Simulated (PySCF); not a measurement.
C$_{2}$H$_{8}$Si, charge +1, quartet, geometry from GFN2-xTB of the parent state (a state made from the parent by changing its charge; the spin is typed, not shown lowest); MP2/6-31G** in PySCF.

PySCF was given this input:
```python
from pyscf import gto, scf, mp

mol = gto.M(
    atom='''
Si    0.03546107   -0.43348006   -0.37037273
C     1.45753028    0.73873281    0.08712166
C    -1.52290395    0.06040205    0.59567275
H     0.40740896   -1.81447085   -0.03255476
H    -0.23071309   -0.34547884   -1.81294296
H     1.21576604    1.77029475   -0.15390745
H     2.36525377    0.48151727   -0.45044984
H     1.68282158    0.69510725    1.14919776
H    -2.35613024   -0.59304426    0.35515928
H    -1.82783780    1.07758693    0.36542227
H    -1.36078226    0.00239943    1.66852748
''',
    basis='6-31g**',
    charge=1,
    spin=3,
    verbose=4,
)

mf = scf.UHF(mol)
mf.kernel()

pt = mp.MP2(mf)
pt.kernel()
print('E(MP2) = %.10f' % pt.e_tot)
mf.analyze()
```

Question: What does PySCF print? Leave out banner, timings and long lists.

Answer: 
```
PySCF version 2.14.0

[INPUT] verbose = 4
[INPUT] num. atoms = 11
[INPUT] num. electrons = 33
[INPUT] charge = 1
[INPUT] spin (= nelec alpha-beta = 2S) = 3
[INPUT] symmetry False subgroup None
[INPUT] Mole.unit = angstrom
[INPUT] Symbol           X                Y                Z      unit          X                Y                Z       unit  Magmom
[INPUT]  1 Si     0.035461070000  -0.433480060000  -0.370372730000 AA    0.067011710384  -0.819158593860  -0.699903023707 Bohr   0.0
[INPUT]  2 C      1.457530280000   0.738732810000   0.087121660000 AA    2.754333047461   1.396002690130   0.164636076917 Bohr   0.0
[INPUT]  3 C     -1.522903950000   0.060402050000   0.595672750000 AA   -2.877871379518   0.114143331862   1.125658357367 Bohr   0.0
[INPUT]  4 H      0.407408960000  -1.814470850000  -0.032554760000 AA    0.769891355094  -3.428852967507  -0.061519580451 Bohr   0.0
[INPUT]  5 H     -0.230713090000  -0.345478840000  -1.812942960000 AA   -0.435984553452  -0.652860389432  -3.425965673858 Bohr   0.0
[INPUT]  6 H      1.215766040000   1.770294750000  -0.153907450000 AA    2.297464847147   3.345372237255  -0.290842929030 Bohr   0.0
[INPUT]  7 H      2.365253770000   0.481517270000  -0.450449840000 AA    4.469681840395   0.909935764548  -0.851226830454 Bohr   0.0
[INPUT]  8 H      1.682821580000   0.695107250000   1.149197760000 AA    3.180071902708   1.313562329700   2.171669029364 Bohr   0.0
[INPUT]  9 H     -2.356130240000  -0.593044260000   0.355159280000 AA   -4.452440867406  -1.120691231145   0.671153769798 Bohr   0.0
[INPUT] 10 H     -1.827837800000   1.077586930000   0.365422270000 AA   -3.454112842128   2.036344173111   0.690548010117 Bohr   0.0
[INPUT] 11 H     -1.360782260000   0.002399430000   1.668527480000 AA   -2.571505786567   0.004534265555   3.153059968511 Bohr   0.0

nuclear repulsion = 113.530060693735
number of shells = 44
number of NR pGTOs = 161
number of NR cGTOs = 86
basis = 6-31g**
ecp = {}

******** <class 'pyscf.scf.uhf.UHF'> ********
method = UHF
initial guess = minao
damping factor = 0
level_shift factor = 0
DIIS = <class 'pyscf.scf.diis.CDIIS'>
diis_start_cycle = 1
diis_space = 8
diis_damp = 0
SCF conv_tol = 1e-09
SCF conv_tol_grad = None
SCF max_cycles = 50
direct_scf = True
direct_scf_tol = 1e-13
number electrons alpha = 18  beta = 15
Set gradient conv threshold to 3.16228e-05
init E= -369.283721977259

cycle= 1 E= -368.50035084129  delta_E= 0.783  |g|= 0.373  |ddm|= 4.23

cycle= 2 E= -368.618112614301  delta_E= -0.118  |g|= 0.151  |ddm|= 1.51

cycle= 3 E= -368.636203059861  delta_E= -0.0181  |g|= 0.0482  |ddm|= 0.342

cycle= 4 E= -368.640867283947  delta_E= -0.00466  |g|= 0.0159  |ddm|= 0.366

cycle= 5 E= -368.641527168499  delta_E= -0.00066  |g|= 0.00567  |ddm|= 0.165

cycle= 6 E= -368.641604724581  delta_E= -7.76e-05  |g|= 0.00248  |ddm|= 0.0452

cycle= 7 E= -368.641621443221  delta_E= -1.67e-05  |g|= 0.00115  |ddm|= 0.0153

cycle= 8 E= -368.641626053698  delta_E= -4.61e-06  |g|= 0.000509  |ddm|= 0.00486

cycle= 9 E= -368.641627230402  delta_E= -1.18e-06  |g|= 0.000241  |ddm|= 0.00234

cycle= 10 E= -368.641627511357  delta_E= -2.81e-07  |g|= 0.000115  |ddm|= 0.00152

cycle= 11 E= -368.641627575347  delta_E= -6.4e-08  |g|= 3.87e-05  |ddm|= 0.000543

cycle= 12 E= -368.641627581647  delta_E= -6.3e-09  |g|= 1.29e-05  |ddm|= 0.00022

cycle= 13 E= -368.64162758225  delta_E= -6.02e-10  |g|= 4.69e-06  |ddm|= 0.000122

Extra cycle  E= -368.641627582292  delta_E= -4.27e-11  |g|= 3.08e-06  |ddm|= 2.08e-05
converged SCF energy = -368.641627582292  <S^2> = 3.7801206  2S+1 = 4.0150321

******** <class 'pyscf.mp.ump2.UMP2'> ********
nocc = (np.int64(18), np.int64(15)), nmo = (86, 86)
E(UMP2) = -369.009033480924  E_corr = -0.367405898631211
E(SCS-UMP2) = -369.018881262561  E_corr = -0.377253680268371
E_corr(same-spin) = -0.0734231516412498
E_corr(oppo-spin) = -0.293982746989962
E(MP2) = -369.0090334809
**** SCF Summaries ****
Total Energy =                        -368.641627582292472
Nuclear Repulsion Energy =             113.530060693734512
One-electron Energy =                 -724.045825762056666
Two-electron Energy =                  241.874137486029667
Two-electron Coulomb Energy =          275.163860079582946
DFT Exchange-Correlation Energy =      -33.289722593553279
**** MO energy ****
                             alpha | beta                alpha | beta
MO #1   energy= -69.0376251014945  | -69.0324131563758  occ= 1 | 1
MO #2   energy= -11.5055365325315  | -11.4855111631598  occ= 1 | 1
MO #3   energy= -11.5055194251625  | -11.4855105217771  occ= 1 | 1
MO #4   energy= -6.39702720936656  | -6.3909530049717   occ= 1 | 1
MO #5   energy= -4.51024650034519  | -4.49667792257194  occ= 1 | 1
MO #6   energy= -4.50564720291718  | -4.49020008238292  occ= 1 | 1
MO #7   energy= -4.49707079924912  | -4.48693123714653  occ= 1 | 1
MO #8   energy= -1.28318528800862  | -1.17761382923458  occ= 1 | 1
MO #9   energy= -1.24498465287042  | -1.1510346638399   occ= 1 | 1
MO #10  energy= -0.974465942575154 | -0.826645715701181 occ= 1 | 1
MO #11  energy= -0.849841853703064 | -0.825841984043103 occ= 1 | 1
MO #12  energy= -0.847658282610704 | -0.815799034380646 occ= 1 | 1
MO #13  energy= -0.834797179879573 | -0.804390924877327 occ= 1 | 1
MO #14  energy= -0.825329628109424 | -0.793837520786258 occ= 1 | 1
MO #15  energy= -0.794011148783262 | -0.644889067717192 occ= 1 | 1
MO #16  energy= -0.764274456436896 | -0.326109845814313 occ= 1 | 0
MO #17  energy= -0.706976374089251 | -0.285116555615752 occ= 1 | 0
MO #18  energy= -0.305106959817557 | -0.0119851076359407 occ= 1 | 0
MO #19  energy= -0.0451800725418234 | 0.0136599329239089 occ= 0 | 0
MO #20  energy= 0.00454202679363691 | 0.0306376198608223 occ= 0 | 0
MO #21  energy= 0.0244253605333387 | 0.0643675771738517 occ= 0 | 0
MO #22  energy= 0.0394550497981005 | 0.0695396433185258 occ= 0 | 0
MO #23  energy= 0.0536852137356107 | 0.0803552322790768 occ= 0 | 0
MO #24  energy= 0.0744267938329464 | 0.104208062584607  occ= 0 | 0
MO #25  energy= 0.0783620148708315 | 0.122592729338955  occ= 0 | 0
MO #26  energy= 0.0984040580416226 | 0.141929761845002  occ= 0 | 0

To work with the spin densities directly, `use mulliken_meta_spin()` only printing them here.

 ** Mulliken spin pop alpha/beta on meta-lowdin orthogonal AOs **
 ** Mulliken Spin Density (per AO)  **
spin_pop of  0 Si 1s       -0.00000
spin_pop of  0 Si 2s       -0.00001
spin_pop of  0 Si 3s       -0.05528
spin_pop of  0 Si 4s        0.00195
spin_pop of  0 Si 2px       0.00001
spin_pop of  0 Si 2py       0.00000
spin_pop of  0 Si 2pz       0.00000
spin_pop of  0 Si 3px       0.75998
spin_pop of  0 Si 3py       0.17545
spin_pop of  0 Si 3pz       0.10078
spin_pop of  0 Si 4px       0.11090
spin_pop of  0 Si 4py       0.01209
spin_pop of  0 Si 4pz       0.00851
spin_pop of  0 Si 3dxy      0.02664
spin_pop of  0 Si 3dyz      0.00290
spin_pop of  0 Si 3dz^2     0.00557
spin_pop of  0 Si 3dxz      0.02105
spin_pop of  0 Si 3dx2-y2    0.00472
spin_pop of  1 C 1s       -0.00000
spin_pop of  1 C 2s        0.10472
spin_pop of  1 C 3s        0.00609
spin_pop of  1 C 2px       0.34643
spin_pop of  1 C 2py       0.25911
spin_pop of  1 C 2pz       0.05827
spin_pop of  1 C 3px       0.00354
spin_pop of  1 C 3py       0.00105
spin_pop of  1 C 3pz       0.00035
spin_pop of  1 C 3dxy      0.00260
spin_pop of  1 C 3dyz      0.00015
spin_pop of  1 C 3dz^2     0.00093
spin_pop of  1 C 3dxz      0.00018
spin_pop of  1 C 3dx2-y2    0.00064
spin_pop of  2 C 1s       -0.00000
spin_pop of  2 C 2s        0.10472
spin_pop of  2 C 3s        0.00609
spin_pop of  2 C 2px       0.41548
spin_pop of  2 C 2py       0.06700
spin_pop of  2 C 2pz       0.18133
spin_pop of  2 C 3px       0.00375
spin_pop of  2 C 3py       0.00045
spin_pop of  2 C 3pz       0.00073
spin_pop of  2 C 3dxy      0.00017
spin_pop of  2 C 3dyz      0.00015
spin_pop of  2 C 3dz^2     0.00010
spin_pop of  2 C 3dxz      0.00194
spin_pop of  2 C 3dx2-y2    0.00215
spin_pop of  3 H 1s        0.11934
spin_pop of  3 H 2s        0.00054
spin_pop of  3 H 2px       0.00166
spin_pop of  3 H 2py       0.00060
spin_pop of  3 H 2pz       0.00016
spin_pop of  4 H 1s        0.11934
spin_pop of  4 H 2s        0.00054
spin_pop of  4 H 2px       0.00164
spin_pop of  4 H 2py       0.00010
spin_pop of  4 H 2pz       0.00068
spin_pop of  5 H 1s        0.00879
spin_pop of  5 H 2s        0.00030
spin_pop of  5 H 2px       0.00003
spin_pop of  5 H 2py      -0.00012
spin_pop of  5 H 2pz       0.00005
spin_pop of  6 H 1s       -0.01314
spin_pop of  6 H 2s        0.00087
spin_pop of  6 H 2px      -0.00008
spin_pop of  6 H 2py       0.00015
spin_pop of  6 H 2pz       0.00010
spin_pop of  7 H 1s        0.00879
spin_pop of  7 H 2s        0.00030
spin_pop of  7 H 2px      -0.00009
spin_pop of  7 H 2py       0.00001
spin_pop of  7 H 2pz       0.00005
spin_pop of  8 H 1s       -0.01314
spin_pop of  8 H 2s        0.00087
spin_pop of  8 H 2px      -0.00007
spin_pop of  8 H 2py       0.00013
spin_pop of  8 H 2pz       0.00011
spin_pop of  9 H 1s        0.00879
spin_pop of  9 H 2s        0.00030
spin_pop of  9 H 2px      -0.00012
spin_pop of  9 H 2py       0.00003
spin_pop of  9 H 2pz       0.00006
spin_pop of  10 H 1s        0.00879
spin_pop of  10 H 2s        0.00030
spin_pop of  10 H 2px       0.00001
spin_pop of  10 H 2py       0.00002
spin_pop of  10 H 2pz      -0.00006
 ** Mulliken Spin Density (per atom)  **
spin density of  0 Si =      1.17526
spin density of  1 C =      0.78406
spin density of  2 C =      0.78406
spin density of  3 H =      0.12230
spin density of  4 H =      0.12230
spin density of  5 H =      0.00906
spin density of  6 H =     -0.01211
spin density of  7 H =      0.00906
spin density of  8 H =     -0.01211
spin density of  9 H =      0.00906
spin density of  10 H =      0.00906
 ** Mulliken pop alpha/beta on meta-lowdin orthogonal AOs **
 ** Mulliken pop       alpha | beta **
In total            18.00000 | 15.00000
 ** Mulliken atomic charges   ( Nelec_alpha | Nelec_beta ) **
charge of  0Si =      0.43170  (     7.37178      6.19652 )
charge of  1C =     -0.36159  (     3.57283      2.78877 )
charge of  2C =     -0.36159  (     3.57283      2.78877 )
charge of  3H =      0.05852  (     0.53189      0.40959 )
charge of  4H =      0.05852  (     0.53189      0.40959 )
charge of  5H =      0.18505  (     0.41200      0.40295 )
charge of  6H =      0.21713  (     0.38538      0.39749 )
charge of  7H =      0.18505  (     0.41200      0.40295 )
charge of  8H =      0.21713  (     0.38538      0.39749 )
charge of  9H =      0.18505  (     0.41200      0.40295 )
charge of  10H =      0.18505  (     0.41200      0.40295 )

WARN: System has nonzero charge 1; the dipole moment is origin-dependent.
Location of origin: [0. 0. 0.]

Dipole moment(X, Y, Z, Debye): -0.22428,  2.74168,  2.34254
```
